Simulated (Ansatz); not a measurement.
`CB([SiH3])[SiH3]` + H₂ → `CB[SiH3]` + SiH₄ at 600 K and 1 bar (hydrogenolysis of a B–Si bond).

Computed with Ansatz on PBE0-D4/def2-TZVP structures; ΔE is electronic, products minus reactants. CCSD(T)/CBS is the MP2 limit (def2-TZVPP, def2-QZVPP) plus CCSD(T) − MP2 in def2-TZVPP, frozen cores. This one scheme is used for every species.

```csv
species,CCSD(T)/CBS energy (Eh),H − E (kJ/mol),S (J/(mol·K))
`CB([SiH3])[SiH3]`,-646.38116,307.8,491.4
H₂,-1.17544,43.9,150.8
`CB[SiH3]`,-356.10570,243.9,396.6
SiH₄,-291.46306,108.7,242.3
```

H − E and S are ideal-gas, rigid-rotor, harmonic terms from PBE0-D4/def2-TZVP, for one conformer and one mirror image of each species. The MP2-based limit puts H₂ 0.8 mEh under its directly extrapolated value; such offsets cancel only in part. 1 Eh = 2625.50 kJ/mol, R = 8.31446 J/(mol·K).

Task: By hand: ΔE, ΔH, ΔS and ΔG.

Result: ΔE = (-356.10570) + (-291.46306) − (-646.38116) − (-1.17544) = -0.01216 Eh = -31.9 kJ/mol. Δ(H − E) = 243.9 + 108.7 − 307.8 − 43.9 = 0.9, so ΔH = -31.0 kJ/mol. ΔS = 396.6 + 242.3 − 491.4 − 150.8 = -3.3 J/(mol·K). ΔG = -31.0 − 600 × (-3.3)/1000 = -29.0 kJ/mol.

Task: By hand: the equilibrium constant, and the temperature at which ΔG would vanish if ΔH and ΔS stayed fixed.

Result: log₁₀ K = −ΔG/(RT ln 10) = 2.5. ΔG = 0 at ΔH/ΔS = 9394 K, far beyond where these terms or the molecules hold.

The number of gas molecules stays the same, so ΔS is small and ΔH decides. A doubt of 5 kJ/mol in ΔE shifts log₁₀ K by 0.4 here. Other conformers and mirror images would add mixing entropy, several J/(mol·K) or more a flexible species. Modes under 60 cm⁻¹, often nearly free rotors, make the harmonic entropy too high. These are equilibria of isolated gas molecules and say nothing of rates. Largest T1 diagnostic: 0.013 (customary marks: 0.02 for closed shells, 0.045 for open ones).
